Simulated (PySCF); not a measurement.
# [Ce(OH)2]2+ at several levels of theory

Computed with PySCF 2.14.0 (density fitting, no spin-orbit coupling) at the geometry relaxed with PBE0:

```xyz
5
[Ce(OH)2]2+ (singlet)
Ce    0.0000    0.0000   -0.6970
O     1.5083   -0.0339    0.4943
H     2.1739   -0.0491    1.2193
O    -1.5083    0.0339    0.4943
H    -2.1739    0.0491    1.2193
```

```csv
level,basis,state,HOMO (eV),gap (eV),charge on Ce1 (e),population of f-type functions on Ce1 (polarisation alone where 4f lies in the core),dipole about the centre of mass (D),largest force component (eV/Å)
PBE0,"Ce lcecp-2-SVP with ECP46, O def2-SVP, H def2-SVP",singlet,–,–,2.02,0.17,0.81,0.01
r2SCAN,the same,singlet,–,–,1.99,0.16,0.65,0.71
PBE0,"Ce lcecp-2-TZVP with ECP46, O def2-TZVP, H def2-TZVP",singlet,–,–,2.22,0.17,0.96,0.29
```

In the lcecp rows the 4f levels are missing from HOMO and gap, and the state counts the valence alone.

Charges are Mulliken's, which hang on the basis. The relaxation used the grid (50, 194), these runs (75, 302) or, all-electron (x2c bases, spin-free X2C Hamiltonian), (99, 590).

What does M06-L with Ce lcecp-2-SVP with ECP46, O def2-SVP, H def2-SVP give here?

state singlet, charge on Ce1 (e) 2.05, population of f-type functions on Ce1 (polarisation alone where 4f lies in the core) 0.16, dipole about the centre of mass (D) 0.82, largest force component (eV/Å) 0.62. Time: 3.8 s on 2 threads of Arm Neoverse V1 (shared host), from an already converged density.
